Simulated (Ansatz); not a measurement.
CuI, charge -1, doublet, geometry from GFN2-xTB (such geometries of metal compounds can be far from the true shape) (the multiplicity is a formal guess) (core potentials on I) (a gas-phase anion, which may not be bound at this level), with bond 2-1 at 1.5 times its length; PBE0/def2-SVP (Ansatz, a first-principles code).

The Ansatz input:
Ansatz 0.2 input:
```yaml
crystal:
  periodic: [false, false, false]
  atoms:
    - {symbol: Cu, position_ang: [-0.00000000, -0.00000000, -1.64845868]}
    - {symbol: I, position_ang: [0.00000000, 0.00000000, 2.17720959]}
basis:
  gaussian:
    orbitals: def2-SVP
hamiltonian:
  xc: pbe0
total_charge: -1
magnetization: {spin_polarized: true, initial_magnetization: 1}
scf: {lower_state_search: standard}
```

It wrote (shortened):

```
Functional definition: PBE0
683 factors; integrals over basis functions are off by at most 3.0e-4 eV
mean field evaluation 1: about -52718.0821 eV, gradient 6.2e1 eV
mean field evaluation 2: about -52693.1033 eV, gradient 9.1e1 eV
mean field evaluation 4: about -52728.1899 eV, gradient 1.8e1 eV
mean field evaluation 8: about -52730.0885 eV, gradient 8.7e-1 eV
mean field evaluation 16: about -52730.1096 eV, gradient 5.8e-3 eV
mean field evaluation 32: about -52728.4296 eV, gradient 2.0e1 eV
mean field -52730.10959936 eV, -1937.7957860244 hartree, gradient 3.5e-5 eV, S^2 0.751771; 3 other end points of the search recorded, 0 dependent functions left out
reference -52730.10962827 eV, -1937.7957870868 hartree; 28, 27 occupied and 29, 30 virtual orbitals, 683 factors
Total energy: -52730.10962827 eV, -1937.7957870868 hartree
```
